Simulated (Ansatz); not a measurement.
One change: `[PH2][GaH2]` becomes `P[PH][GaH2]`.

Ansatz, PBE0-D4/def2-TZVP geometries, multiplicity 1. Each molecule was computed in one conformer, which needn't be the lowest.

Scalar relativity is left out up to krypton.

```csv
property,`[PH2][GaH2]`
size of the dipole moment (PBE/def2-TZVPP) / D,0.60
size of the dipole moment (ωB97M-V/def2-TZVPP) / D,0.63
LUMO energy (ωB97M-V/def2-TZVPP) / eV,-0.02
HOMO–LUMO gap (ωB97M-V/def2-TZVPP) / eV,9.27
HOMO–LUMO gap (B3LYP/def2-TZVPP) / eV,5.05
LUMO energy (B3LYP/def2-TZVPP) / eV,-1.99
```

(1) Give the same properties after the change, and the shifts. (Estimate.)

Results:

(1) Ansatz gave: 
| property | `P[PH][GaH2]` | shift |
| --- | --- | --- |
| size of the dipole moment (PBE/def2-TZVPP) / D | 1.31 | 0.71 |
| size of the dipole moment (ωB97M-V/def2-TZVPP) / D | 1.16 | 0.53 |
| LUMO energy (ωB97M-V/def2-TZVPP) / eV | 0.75 | 0.77 |
| HOMO–LUMO gap (ωB97M-V/def2-TZVPP) / eV | 9.47 | 0.20 |
| HOMO–LUMO gap (B3LYP/def2-TZVPP) / eV | 5.37 | 0.32 |
| LUMO energy (B3LYP/def2-TZVPP) / eV | -1.17 | 0.82 |

With PBE0 the HOMO rises by 0.52 eV and the LUMO rises by 0.79 eV, so the gap widens by about 0.27 eV. PBE moves the HOMO by 0.48 eV and ωB97M-V by 0.57 eV. The zero-point energy changes by 28.8 kJ/mol with +6 modes. Dipoles are sizes alone; their direction can turn.

B3LYP here is the variant with VWN-RPA as its local correlation; programs differ in this.
